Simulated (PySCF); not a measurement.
Al(Br)2(Et), C2H5AlBr2, SMILES C[CH2][Al]([Br])[Br] (PBE0/def2-SVP optimised geometry):

```
10

Al    -0.252    -0.914     0.000
Br     2.004    -0.914     0.000
Br    -1.280    -2.921    -0.008
C     -1.286     0.738     0.000
C     -0.505     2.049     0.070
H     -2.004     0.655     0.838
H     -1.919     0.702    -0.906
H      0.193     2.157    -0.774
H      0.096     2.120     0.990
H     -1.178     2.921     0.052
```

Level of theory: PBE0/def2-TZVP (PySCF 2.14.0).

What are the frontier orbital energies and the dipole moment?

HOMO-2 -8.67 eV, HOMO-1 -8.42 eV, HOMO -8.16 eV, LUMO -1.14 eV, LUMO+1 -0.74 eV; dipole moment 2.08 D.

On the same geometry PBE/def2-TZVP in PySCF gives HOMO-2 -7.39 eV, HOMO-1 -7.14 eV, HOMO -6.93 eV, LUMO -1.89 eV, LUMO+1 -1.55 eV; dipole moment 2.03 D.

Meta-Löwdin charges at PBE0/def2-TZVP: Al1 0.80, Br2 -0.29, Br3 -0.29, C4 -0.49, C5 -0.33, H6 0.13, H7 0.13, H8 0.11, H9 0.11, H10 0.12.
